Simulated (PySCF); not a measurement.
# Computed properties of B(F)2(NCO) (CBF2NO), SMILES O=C=NB(F)F

B(F)2(NCO) (CBF2NO), SMILES O=C=NB(F)F. Geometry optimised at ωB97X-D3(BJ)/def2-SVP. One conformer was computed; it need not be the lowest. All values are computed for the isolated molecule unless a solvent is named; none is compared with measurement here.

**Structure.** The optimised structure has Cs symmetry. All 12 harmonic modes at ωB97X-D3(BJ)/def2-SVP (PySCF) are real, so it is a minimum. With heavy atoms numbered as in [B:1]([F:2])([F:3])[N:4]=[C:5]=[O:6], the shortest bond between them is C5–O6 at 1.163 Å and the longest B1–N4 at 1.419 Å.

**Vibrations.** The strongest infrared lines (harmonic, unscaled, degenerate partners summed) lie at 2490 cm⁻¹ (1537 km/mol, C 69 %, N 18 %, O 12 %), 1268 cm⁻¹ (490 km/mol, B 56 %, F 21 %, O 15 %, N 8 %), 1462 cm⁻¹ (407 km/mol, B 75 %, F 25 %). The softest mode is at 32 cm⁻¹ and the zero-point energy is 15.1 kcal/mol.

**Electronic structure.** r2SCAN/def2-TZVP (PySCF) places the frontier levels at -8.41 and -1.57 eV, a gap of 6.84 eV, and gives a dipole moment of 0.08 D and a mean polarisability of 33.0 bohr³.

**Excitations.** TDA-M06-2X/def2-SVPD (PySCF) has S1 at 6.54 eV (189 nm, f = 0.000, dark); the most intense of the 10 singlets computed lies at 10.27 eV (f = 1.04). T1 (TDA) is at 6.38 eV, 0.16 eV under S1. No vertical singlet excitation falls in the visible range (under 3.1 eV).

**NMR.** GIAO shifts at B3LYP/pcSseg-1 (PySCF) (non-relativistic, atoms alike by connectivity averaged): ¹³C at 125.5 ppm against TMS; ¹⁹F at -104.5 ppm against CFCl3; ¹¹B at -0.9 ppm against BF3.
